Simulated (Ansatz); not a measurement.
F$_{2}$GeH$_{2}$N, SMILES `[NH2][Ge]([F])[F]` radical, relaxed with UKS PBE0-D4/def2-TZVP in Ansatz from a PBE-D4/def2-SVP geometry. The force threshold is 0.005 eV/Å; the program also tests the step.

Charge 0, multiplicity 2.

Start:

```xyz
6

N     0.331   -0.768    0.480
Ge   -0.546    0.733   -0.217
F    -0.908    0.285   -1.886
F     0.715    1.966   -0.309
H    -0.273   -1.603    0.496
H     0.680   -0.613    1.436
```

(1) By how much does the energy fall, and how many steps does the optimiser take? (Best estimate.)

(2) Which bonds change most? (Estimate.)

(3) Give the relaxed structure. (Estimate.)

## Answers

(1) The calculation gave: 4.52 kJ/mol, in 6 steps, 1 of them rejected.

(2) Computed: N1–Ge2 from 1.873 to 1.835 Å; Ge2–F4 from 1.766 to 1.736 Å; Ge2–F3 from 1.766 to 1.736 Å; N1–H5 from 1.030 to 1.013 Å.

(3) Ansatz gave: 
```xyz
6

N     0.308   -0.754    0.486
Ge   -0.530    0.719   -0.220
F    -0.895    0.289   -1.862
F     0.700    1.941   -0.307
H    -0.266   -1.589    0.488
H     0.683   -0.605    1.416
```
